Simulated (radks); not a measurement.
The numbers below are computed, except where a source is named.
Task: These are the eigenvalues of the occupied orbitals of an atom or ion with whole-number occupations (hartree). Code: a radial shooting solver on a logarithmic mesh with Libxc functionals. Model: Dirac Kohn-Sham, PBEsol, spin-unpolarised, spherical densities, finite nucleus; Fermi nuclear charge, rms radius of each element as measured or else 0.836 A^(1/3) + 0.57 fm.

1s1/2: -552.0753
2s1/2: -73.92318
2p1/2: -67.08277
2p3/2: -64.85150
3s1/2: -11.14083
3p1/2: -8.69092
3p3/2: -8.35544
3d3/2: -4.06481
3d5/2: -4.00784
4s1/2: -1.38200
4p1/2: -0.81742
4p3/2: -0.78458

Which element is it, and in what charge state? The configuration may be excited. Open shells, if any, fill j = l - 1/2 first.

Result: Z = 37, rubidium, charge +1: Rb+ in [Kr]. The list shows which subshells hold electrons but not how many an open one holds; the 1s level, -552.08 hartree, gives Z - s = 33.2 by -(Z - s)^2/2, which with screening and relativity narrows Z to a few neighbours, and the depths of the outer levels then fix element, charge and occupations together.
